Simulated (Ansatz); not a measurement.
Relaxation of C3H9NSi (14 atoms, charge 0, multiplicity 1), to a largest force component of 0.015 eV/Å in at most 40 steps.

The calculation used RKS PBE0-D4/6-31G (Ansatz).

```xyz
14
Properties=species:S:1:pos:R:3
C -0.552 0.326 1.340
C 0.091 -0.080 0.069
Si 1.219 -1.533 0.295
C 0.022 0.506 -1.140
N 0.805 0.175 -2.256
H -1.210 1.283 1.177
H -1.240 -0.411 1.708
H 0.165 0.633 2.105
H 0.497 -2.654 0.930
H 2.346 -1.155 1.263
H 1.820 -1.948 -0.975
H -0.538 1.374 -1.324
H 1.092 0.939 -2.889
H 1.637 -0.458 -2.065
```

Problem. Where does it end, and by what steps?

Solution. The forces met the threshold. The force dipped under the threshold on the way, but the program's further checks kept it going. Limits of this set-up: no polarisation functions. After 13 steps the energy has fallen by 0.593 eV; H13 moved furthest, 0.43 Å.

```
step  energy less start (eV)  largest force component (eV/Å)  accepted
   0                  0.0000                           3.037       yes
   1                 -0.4092                           1.239       yes
   2                 -0.5266                           0.959       yes
   3                 -0.5681                           0.335       yes
   4                 -0.5830                           0.201       yes
   5                 -0.5890                           0.291       yes
   6                 -0.5913                           0.179       yes
   7                 -0.5918                           0.135       yes
   8                 -0.5929                           0.025       yes
   9                 -0.5930                           0.013       yes
  10                 -0.5932                           0.021       yes
  11                 -0.5933                           0.025       yes
  12                 -0.5933                           0.021       yes
  13                 -0.5934                           0.010       yes
```

```xyz
14
Properties=species:S:1:pos:R:3
C -0.584 0.403 1.280
C 0.239 -0.071 0.107
Si 1.313 -1.590 0.403
C 0.176 0.588 -1.073
N 0.841 0.316 -2.245
H -1.177 1.288 1.017
H -1.285 -0.368 1.630
H 0.044 0.675 2.140
H 0.485 -2.776 0.837
H 2.328 -1.351 1.496
H 2.077 -2.003 -0.833
H -0.478 1.458 -1.147
H 0.701 0.886 -3.057
H 1.475 -0.460 -2.318
```

Whether the end is a true minimum wasn't checked by a vibrational analysis.

The run took 62 s on 1 thread of Arm Neoverse V1 (shared host), peak memory 0.16 GiB.
